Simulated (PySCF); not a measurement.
Al(F)(H)(nBu), SMILES CCC[CH2][AlH][F], GFN2-xTB optimised geometry.

```
16

Al    -2.51     0.64     0.00
F     -3.37    -0.77     0.03
H     -3.40     1.88     0.00
C     -0.51     0.64     0.00
C      0.01    -0.67     0.63
C      1.51    -0.88     0.46
C      2.34     0.15     1.22
H     -0.09     0.72    -1.01
H     -0.11     1.50     0.55
H     -0.24    -0.68     1.69
H     -0.51    -1.52     0.17
H      1.77    -1.88     0.83
H      1.77    -0.84    -0.60
H      2.08     0.15     2.27
H      2.18     1.15     0.82
H      3.40    -0.08     1.13
```

Density from PBE0/def2-TZVP (PySCF) at that geometry.

Minimum of the electron density along straight lines between bonded atoms, close to the bond critical point (lines longer than 1.1 times the sum of covalent radii, or with two minima, are not listed):

| bond | length / Å | ρ at the minimum / e bohr⁻³ | ∇²ρ there / e bohr⁻⁵ | position (fraction from the first atom) |
|---|---|---|---|---|
| Al1–F2 | 1.650 | 0.113 | ___ | 0.44 |
| Al1–H3 | 1.528 | ___ | 0.25 | 0.51 |
| Al1–C4 | 2.000 | 0.083 | ___ | 0.40 |
| C4–C5 | 1.540 | 0.235 | -0.55 | 0.50 |
| C5–C6 | 1.530 | 0.246 | -0.61 | 0.50 |
| C6–C7 | 1.525 | 0.246 | -0.61 | 0.50 |
| C4–H8 | 1.099 | 0.267 | -0.87 | 0.64 |
| C4–H9 | 1.095 | 0.270 | -0.89 | 0.64 |
| C5–H10 | 1.095 | 0.277 | -0.94 | 0.64 |
| C5–H11 | 1.096 | 0.277 | -0.95 | 0.64 |
| C6–H12 | 1.093 | 0.278 | -0.95 | 0.64 |
| C6–H13 | 1.093 | 0.278 | -0.95 | 0.64 |
| C7–H14 | 1.088 | 0.278 | -0.95 | 0.64 |
| C7–H15 | 1.087 | 0.279 | -0.96 | 0.64 |
| C7–H16 | 1.088 | 0.279 | -0.95 | 0.64 |

Problem. What belongs in the gaps?

Solution. 
- Al1–F2, ∇²ρ there / e bohr⁻⁵: 0.93
- Al1–H3, ρ at the minimum / e bohr⁻³: 0.091
- Al1–C4, ∇²ρ there / e bohr⁻⁵: 0.21
